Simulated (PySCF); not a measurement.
## The second ionisation energy along group 16

Calculated with PySCF 2.14 from differences of total energies of unrestricted determinants, without spin-orbit coupling. Values in eV. The last column holds reference values (NIST; (s) semi-empirical, (t) theoretical, else measured). Unmarked ones compare directly (S terms, centres of terms, or small fine structure); those marked * lie between the lowest fine-structure levels and include a spin-orbit shift.

```tsv
element	configurations	UHF	MP2 (valence)	SCS-MP2 (valence)	MP2 (valence and next inner shell)	SCS-MP2 (valence and next inner shell)	reference
O (aug-cc-pwCVQZ, non-relativistic)	[He] 2s2 2p3 → [He] 2s2 2p2	34.573	35.255	34.985	35.298	35.017	35.121 *
S (aug-cc-pwCVQZ, non-relativistic)	[Ne] 3s2 3p3 → [Ne] 3s2 3p2	22.722	23.390	23.198	23.433	23.238	23.338 *
Te (aug-cc-pwCVQZ-PP with ECP28MDF, ECP)	[Kr] 4d10 5s2 5p3 → [Kr] 4d10 5s2 5p2	18.344	18.822	18.693	19.063	18.870	18.6 ± 0.4 *
```

"Valence" correlates the outer s and p shells and, in groups 3 to 12 and the f block, the outer d or f shell, open or full, or the next shell where the ion has no valence electron left; the wider scheme adds the next inner shell.
